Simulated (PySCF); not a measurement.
Species: C7H7BF2.
Atom-mapped SMILES: `[F:1][CH:2]([F:3])[C:4]1=[CH:5][CH:6]=[CH:7][BH:8][CH:9]=[CH:10]1`

Probes without a nucleus sit at each ring's centroid and 1 Å off its mean plane on both sides; NICS is minus the shielding there, NICSzz its component along the normal. Level: GIAO PBE0/pcSseg-1 (PySCF, non-relativistic, gas phase) on the PBE0-D3(BJ)/def2-SVP geometry, one conformer.

Ring bond lengths (Å), with Mayer bond orders in brackets: C4–C5 1.378 (1.48), C5–C6 1.418 (1.34), C6–C7 1.375 (1.62), C7–B8 1.528 (1.08), B8–C9 1.526 (1.09), C9–C10 1.374 (1.64), C10–C4 1.421 (1.26).

**Question.** What do the NICS probes read (ppm)?

**Answer.** 
```json
{"ring": "C4–C5–C6–C7–B8–C9–C10", "type": "7-membered ring with B; formal bonds 3 double, 4 single", "NICS(0)": "-3.8", "NICS(1), two faces": "-7.5 / -7.5", "NICS(1)zz, two faces": "-19.6 / -19.6", "rms pucker (Å)": "0.00", "centre to ring atoms, mean (Å)": "1.65"}
```

**Question.** What do they say, and how far can they be read as aromaticity?

**Answer.** 
- C4–C5–C6–C7–B8–C9–C10: mean NICS(1)zz -19.6 ppm, shielded.

**Question.** How shielded are the nuclei of the rings and their hydrogens (means over atoms taken as equivalent)?

**Answer.** 
```csv
atoms,environment,σ isotropic (ppm)
C4,unsaturated ring carbon,34.7
C5,unsaturated ring CH carbon,40.6
C6,unsaturated ring CH carbon,29.4
C7,unsaturated ring CH carbon,16.5
B8,ring boron,55.6
C9,unsaturated ring CH carbon,20.3
C10,unsaturated ring CH carbon,30.5
H on C5,vinylic hydrogen,23.00
H on C6,vinylic hydrogen,22.86
H on C7,vinylic hydrogen,22.49
H on B8,B–H hydrogen,24.74
H on C9,vinylic hydrogen,22.60
H on C10,vinylic hydrogen,23.26
```

**Question.** How do the values depend on the level or the medium?

**Answer.** 
```
                level  NICS(0), C4–C5–C6–C7–B8–C9–C10  mean NICS(1)zz, C4–C5–C6–C7–B8–C9–C10
   PBE0/pcSseg-1, gas                            -3.8                                  -19.6
wB97X-D/pcSseg-1, gas                            -3.6                                  -19.0
```

The geometry is the same throughout.

Hardware: one thread of an AMD EPYC 9R45, no GPU (shared host). Cost: 22 s, 0.91 GiB resident at most. This is the whole shielding run at PBE0/pcSseg-1, SCF included.

Conformer computed: `[F:1][CH:2]([F:3])[C:4]1=[CH:5][CH:6]=[CH:7][BH:8][CH:9]=[CH:10]1`: F1–C2–C4–C5 -53°.
